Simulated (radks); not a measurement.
Valence configurations of Br IV (all share [Ar]). Calculated with a radial shooting solver on a logarithmic mesh with Libxc functionals: Dirac Kohn-Sham, LDA (Slater exchange, Perdew-Wang correlation), spin-unpolarised, spherical densities, finite nucleus; open shells fill j = l - 1/2 first; Fermi nuclear charge, rms radius 4.1629 fm. Energies are relative to 3d10 4s2 4p2; eigenvalues in eV.

valence           E (eV)  e(3d3/2)  e(3d5/2)  e(4p1/2)  e(4p3/2)  e(4s1/2)
3d10 4s2 4p2       0.000   -105.75   -104.66   -40.547         -   -54.353
3d9 4s2 4p3       70.286   -119.49   -118.34   -43.375   -42.538   -57.897
3d9.5 4s2 4p2.5   33.775   -112.56   -111.44   -41.971   -41.180   -56.141
3d8 4s2 4p4       151.79   -133.70   -132.49   -46.132   -45.204   -61.326
3d10 4s1 4p3      14.617   -107.29   -106.19   -41.275   -40.513   -55.193
3d10 4s1.5 4p2.5   7.293   -106.53   -105.43   -40.915   -40.160   -54.777
3d8 4s1 4p5       167.96   -135.06   -133.85   -46.764   -45.823   -62.050
3d10 4p4          29.358   -108.79   -107.69   -41.978   -41.202         -
3d9 4p5           101.23   -122.35   -121.19   -44.706   -43.841         -
3d7 4s2 4p5       245.03   -148.35   -147.08   -48.836   -47.815   -64.661

NIST lists [Ar] 3d10 4s2 4p2 as the ground configuration; this level of theory agrees among the configurations tried. The energies are those of spherical spin-averaged densities, not of single terms.
